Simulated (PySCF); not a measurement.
Tc(O)3(Me) (CH3O3Tc), SMILES [CH3][Tc](=[O])(=[O])=[O], multiplicity 1.

The structure is a stationary point at r2SCAN-D4/def2-SVP. The multiplicity is an assumed one; other spin states were not compared. The def2 effective core potentials stand for the cores of Tc; spin–orbit coupling is left out.

Two levels are set side by side: TDDFT-PBE/def2-SVPD (PySCF) and TDDFT-PBE0/def2-SVPD (PySCF). Vertical, same geometry. The lowest singlet is HOMO→LUMO 89 % with PBE and HOMO→LUMO 69 %, HOMO−2→LUMO+1 15 %, HOMO−3→LUMO 15 % with the other functional; states are paired by order. Differences are taken from unrounded values.

```
quantity                              TDDFT-PBE0
------------------------------------  ----------
lowest singlet excitation (eV)              3.94
lowest triplet excitation (TDA) (eV)        3.48
```

Q: What does TDDFT-PBE give, and how far is it from TDDFT-PBE0? (The exact figures need the calculation; the answer reports its results.)

A: 
```
quantity                              TDDFT-PBE  TDDFT-PBE minus TDDFT-PBE0
------------------------------------  ---------  --------------------------
lowest singlet excitation (eV)             3.93                       -0.01
lowest triplet excitation (TDA) (eV)       3.46                       -0.02
```

On these quantities the two levels nearly agree.

Rough cost on one machine, each run with all the roots and properties that it gave: TDDFT-PBE0 against TDDFT-PBE about 3 times.
